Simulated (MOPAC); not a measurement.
MOPAC input (PM3):

```
PM3 FORCE THERMO(298,298) PRECISE LET UHF MS=0.5 GEO-OK AUX(PRECISION=9) THREADS=1
CF

C     0.00000000 1    0.00000000 1   -0.75683923 1
F     0.00000000 1    0.00000000 1    0.50174636 1
```

### Question
Which zero-point energy does it print?

### Answer
2.34 kcal/mol, from the harmonic wavenumbers of PM3.
